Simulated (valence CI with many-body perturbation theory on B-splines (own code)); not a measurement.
## Os55+: what the settings do

Computed by relativistic CI+MBPT: three valence electrons over a frozen Dirac-Fock core [Ar], a basis of 6 s, 6 p, 5 d, 5 f, 1 g functions for each j, with the one-electron correlation potential Σ1 (screened to all orders), the two-electron term Σ2, the three-electron term Σ3, Breit, model QED; selected single and double excitations, second order for the rest (own B-spline code, finite nucleus).

The last digits are not significant, and no measured levels were compared; by estimate large intervals hold to a few tenths of a per cent, small ones and those within an open d or f shell to about a per cent. The list stops below the first excitations out of the core. Only levels of the ground parity were solved; by the run's estimate the other parity begins above the list, which can be wrong where configurations are misplaced.

The reference run has the lowest level (3d3/2^3) J=3/2 and an ionisation energy of 5421.94 eV. Its largest variational space holds 2181 state functions.

Levels are named by their leading jj configuration (3d3/2^4 stands for four electrons in 3d with j = 3/2), which in mixed levels can hold well under half, so a name can repeat and another be missing. Letters in brackets count levels of one name in rising energy.

Changed runs:
A. screening of Σ1 on → off
B. highest l with Σ1, explicit Σ2 and valence Breit (higher l get mean screening factors) 3 → 1
C. orbitals per symmetry with explicit Σ2 and valence Breit (the others get mean screening factors) 5 → 7; QED terms on → off
D. highest l in the core sums 6 → 2 (bad on purpose)

Excitation energies of the reference run in cm⁻¹, and shifts in cm⁻¹:

```tsv
Level	Reference	A	B	C	D
(3d3/2^2 3d5/2) J=5/2 [a]	606981	+240	-4330	-1797	+3281
(3d3/2^2 3d5/2) J=3/2	659231	+239	-5995	-1779	+2286
(3d3/2^2 3d5/2) J=9/2	689397	+241	+7184	-1805	+6093
(3d3/2^2 3d5/2) J=7/2	691648	+245	+3963	-1829	+4396
(3d3/2^2 3d5/2) J=1/2	704335	+242	-3038	-1793	+1425
(3d3/2^2 3d5/2) J=5/2 [b]	902570	+253	-6679	-1872	+394
(3d3/2 3d5/2^2) J=7/2 [a]	1286200	+479	-6043	-3590	+5253
(3d3/2 3d5/2^2) J=9/2	1325080	+483	+431	-3620	+6640
(3d3/2 3d5/2^2) J=3/2 [a]	1369460	+483	-10764	-3602	+2430
(3d3/2 3d5/2^2) J=1/2	1394250	+485	-7532	-3614	+2092
(3d3/2 3d5/2^2) J=11/2	1403940	+483	+5709	-3623	+8739
(3d3/2 3d5/2^2) J=5/2 [a]	1405760	+479	-9105	-3567	+3485
Ionisation energy (eV)	5421.94	-0.044	-0.72	-0.29	-1.11
```
